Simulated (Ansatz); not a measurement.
Saddle point of SiHCl3, closed shell (SiCl₂ + HCl → SiCl₂ + HCl; bonds formed: Si1–Cl4, Cl2–H3; bonds broken: Si1–Cl2, H3–Cl4), PBE0-D4/def2-TZVP structure:

```
atom    x (Å)    y (Å)    z (Å)
 Si1   0.6511   0.8520  -0.5356
 Cl2   0.1868  -1.4592  -0.8796
  H3   0.1394  -1.0330   0.6110
 Cl4   0.2931   0.0734   1.6877
 Cl5  -1.2703   1.5668  -0.8834
```

Energies are electronic, without zero-point energy. Barriers and step energies count from the start structure reached by relaxing down the imaginary mode; all methods use the PBE0-D4 structures, on which another method's saddle can fall below an end. Program: Ansatz 0.2.0. Basis: def2-TZVPP, with def2-QZVPP for the basis limit. Cores are frozen in the correlated methods. B3LYP uses VWN-RPA correlation. Extrapolation: Hartree–Fock as exp(−7.88 √X), correlation as X^−2.97.

```
      method  barrier (kcal/mol)  step energy (kcal/mol)
       SPW92               -1.03                    0.01
      PBE-D4                4.29                    0.01
     BLYP-D4                8.00                    0.00
   r2SCAN-D4                   ?                    0.00
      B97M-V               11.50                    0.00
     PBE0-D4                7.58                    0.00
    B3LYP-D4               10.41                    0.00
  r2SCAN0-D4                   ?                    0.00
    BHLYP-D4               14.54                    0.00
CAM-B3LYP-D4                   ?                    0.00
     wB97X-V               12.55                    0.00
     wB97M-V               11.84                    0.00
      B2PLYP               11.74                    0.00
    PBE-QIDH               10.33                    0.00
  RPA on PBE               13.26                    0.00
          HF               25.00                   -0.02
         MP2               11.00                    0.00
        CCSD               16.19                   -0.01
     CCSD(T)               13.62                    0.00
```

Task: Fill in the withheld barriers. (An estimate is asked for; the value comes from the calculation.)

Result: By the calculation: r2SCAN-D4 6.59; r2SCAN0-D4 8.95; CAM-B3LYP-D4 12.18 kcal/mol. Each is the energy of the saddle less that of the start structure, by the same method.

For comparison, the barrier by CCSD(T) at an estimated basis limit (MP2 extrapolated from triple and quadruple zeta, plus CCSD(T) − MP2 in triple zeta) is 12.67 kcal/mol.

The T1 diagnostic stays at or below 0.012.

For scale, one of the runs: CCSD(T)/def2-TZVPP, 182 basis functions, launched by `ansatz run in.yaml --threads 2 --pin off --events-out ev --progress --plain --max-ram 4352MiB`. Hardware: 2 CPU threads of an Intel Xeon Platinum 8488C, shared host. Wall time 35 s; peak host memory 1.5 GiB.
